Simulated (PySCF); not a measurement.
# Energy of La²⁺ (lanthanum, charge +2) between two integer charges

The 5d alpha orbital of [Xe] 5d1 is emptied in steps (occupation f), with all orbitals relaxed, ending at [Xe]. Calculation: PySCF 2.14, in x2c-TZVPall; scalar relativity by spin-free X2C-1e. The exact energy is a straight line in f; departures are measured from the line between the end points of the same method.

```csv
f,BHandHLYP (eV),HSE06 (eV)
1,0.000,0.000
0.75,-0.361,-0.623
0.5,-0.482,-0.830
0.25,-0.361,-0.620
0,0.000,0.000
```

```
   method  E(f=0) − E(f=1) (eV)  −ε at f=1 (eV)  −ε at f=0.5 (eV)
BHandHLYP                18.976          17.048            18.976
    HSE06                19.185          15.861            19.192
```

Orbital energy along the path (eV):

```json
{"f": "1", "BHandHLYP": "-17.048", "HSE06": "-15.861"}
{"f": "0.75", "BHandHLYP": "-18.012", "HSE06": "-17.525"}
{"f": "0.5", "BHandHLYP": "-18.976", "HSE06": "-19.192"}
{"f": "0.25", "BHandHLYP": "-19.939", "HSE06": "-20.849"}
{"f": "0", "BHandHLYP": "-20.907", "HSE06": "-22.460"}
```

Reference removal energy between the ground levels: 19.177 eV (measured; NIST Atomic Spectra Database, ionization energies). The calculation has no spin-orbit coupling.
